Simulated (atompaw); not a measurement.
## An all-electron radial function and its pseudo partner (K (Z = 19))

Columns: radius, all-electron u(r) and pseudo u(r) of the 3p shell (level -18.81 eV) of potassium in the configuration [Ne] 3s2 3p6 4s1 4p0; PBE, scalar-relativistic, PAW (atompaw) scheme, atompaw 4.2.0.5.

| r (bohr) | all-electron | pseudo |
| --- | --- | --- |
| 0.088 | -0.2362 | 0.0160 |
| 0.177 | -0.4214 | 0.0635 |
| 0.265 | -0.3982 | 0.1377 |
| 0.354 | -0.2382 | 0.2341 |
| 0.442 | -0.0231 | 0.3433 |
| 0.531 | 0.1999 | 0.4595 |
| 0.619 | 0.3984 | 0.5720 |
| 0.708 | 0.5649 | 0.6759 |
| 0.796 | 0.6929 | 0.7629 |
| 0.885 | 0.7863 | 0.8310 |
| 0.973 | 0.8464 | 0.8766 |
| 1.062 | 0.8797 | 0.9009 |
| 1.150 | 0.8903 | 0.9055 |
| 1.238 | 0.8836 | 0.8937 |
| 1.327 | 0.8635 | 0.8691 |
| 1.415 | 0.8340 | 0.8363 |
| 1.504 | 0.7974 | 0.7978 |
| 1.592 | 0.7568 | 0.7568 |
| 1.681 | 0.7132 | 0.7132 |
| 1.769 | 0.6690 | 0.6690 |
| 1.858 | 0.6243 | 0.6243 |
| 1.946 | 0.5808 | 0.5808 |
| 2.035 | 0.5382 | 0.5382 |
| 2.123 | 0.4979 | 0.4979 |
| 2.212 | 0.4590 | 0.4590 |
| 2.300 | 0.4228 | 0.4228 |

Q: How many radial nodes do the two functions have?

A: The all-electron 3p function has n − l − 1 = 1; the pseudo-wave has 0, since the states of the same l below it are removed with the core.

Q: At about which radius was the pseudo-wave matched?

A: 1.60 bohr. The columns agree to 0.0005 from 1.50 bohr on; several derivatives are matched, so the curves merge somewhat inside the radius.

Q: Where does each function peak?

A: Outermost all-electron maximum near 1.15 bohr, pseudo maximum near 1.15 bohr (to the table’s step).

Q: Is the pseudo-wave norm-conserving?

A: No, it belongs to a PAW set: the norm inside the radius is not constrained, and the difference is carried by the augmentation charge.
